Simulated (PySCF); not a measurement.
C5H7BF2.
Bonds: C1–B2, B2–C3, B2–C4, C4–F5, C4–C6 (double), C6–C7 (double), C7–F8. Hydrogens: H9, H10, H11 on C1; H12, H13, H14 on C3; H15 on C7.

Method: PySCF, PBE0-D3(BJ)/def2-SVP geometry optimisation, gas phase; density fitting, grid level 2; the optimiser is geomeTRIC in internal coordinates, started from a GFN2-xTB structure.

At the end of the run (lengths in Å): C4–F5 1.347, C1–H11 1.108, C3–H14 1.108, C7–F8 1.331, C1–H10 1.102, C7–H15 1.096, C3–H12 1.099, F5–C4–C6 119.2°, B2–C4–F5 116.7°, B2–C4–C6 124.1°, C6–C7–F8 123.7°, C1–B2–C4–F5 -174°.

**Question.** These geometries were met on the way; a selection of coordinates is given. Order them by energy above the end point, lowest first.
A. C4–F5 1.344, C1–H11 1.109, C3–H14 1.108, C7–F8 1.328, C1–H10 1.102, C7–H15 1.098, C3–H12 1.099, F5–C4–C6 119.4°, B2–C4–F5 116.1°, B2–C4–C6 124.4°, C6–C7–F8 123.7°, C1–B2–C4–F5 -165°
B. C4–F5 1.347, C1–H11 1.108, C3–H14 1.107, C7–F8 1.330, C1–H10 1.102, C7–H15 1.096, C3–H12 1.099, F5–C4–C6 118.7°, B2–C4–F5 117.6°, B2–C4–C6 123.7°, C6–C7–F8 124.2°, C1–B2–C4–F5 -170°
C. C4–F5 1.365, C1–H11 1.091, C3–H14 1.091, C7–F8 1.348, C1–H10 1.088, C7–H15 1.083, C3–H12 1.087, F5–C4–C6 117.9°, B2–C4–F5 117.4°, B2–C4–C6 124.8°, C6–C7–F8 123.1°, C1–B2–C4–F5 -175°

**Answer.** B (0.004 eV), A (0.017 eV), C (0.054 eV).

```
step  E above end (eV)  rms distance from the end, all atoms (Å)  largest force (eV/Å)  rms shift of all bonds from the end (Å)
   2             0.004                                     0.045                 0.174                                    0.001
   1             0.017                                     0.071                 0.311                                    0.001
   0             0.054                                     0.042                 1.223                                    0.013
```

Rows stand in the order of the answer.
